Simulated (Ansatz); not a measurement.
The same path of AsH₆NSi (9 atoms, charge 0, multiplicity 1) was run twice with different band settings. The coordinate that changes most is the height of As3 over the plane of its neighbours.

These are results of RKS r2SCAN/def2-SVP in Ansatz 0.2.0, not measurements.

Relaxed end points:

```xyz
9
Properties=species:S:1:pos:R:3
Si -0.549 0.659 -0.833
N 0.874 0.208 0.055
As 0.992 -1.085 1.377
H -1.101 -0.457 -1.669
H -0.193 1.800 -1.730
H -1.633 1.070 0.112
H 1.785 0.523 -0.264
H -0.198 -0.606 2.215
H 0.112 -2.159 0.719
```

```xyz
9
Properties=species:S:1:pos:R:3
Si -0.655 0.777 -1.021
N 0.468 0.070 0.105
As -0.027 -1.023 1.519
H -1.005 -0.089 -2.195
H -0.060 2.036 -1.565
H -1.916 1.071 -0.281
H 1.452 0.047 -0.153
H 1.114 -0.635 2.464
H 0.719 -2.302 1.110
```

Common settings: movable images 5; climbing image yes; optimiser quadratic models (default); start path through a guess of the saddle point; force threshold 0.05 eV/Å; end points relaxed.

| run | spring | iteration limit |
| --- | --- | --- |
| 1 | 5.0 eV/Å² | 40 |
| 2 | 0.5 eV/Å² | 45 |

**Question.** What does each run give, and how far can it be trusted?

**Answer.** Run 1: converged after 10 iterations, highest image 1.962 eV above the first end. Neighbouring images differ by up to 1.6 eV, so the band resolves the path poorly. A vibrational analysis at the climbing image gives one clearly imaginary mode, 1035i cm⁻¹: a first-order saddle point.
Run 2: converged after 11 iterations, highest image 1.960 eV above the first end. Neighbouring images differ by up to 1.7 eV, so the band resolves the path poorly. Another band between the same ends (5 images) ends at a top of the same energy, where a vibrational analysis finds 1 clearly imaginary mode.
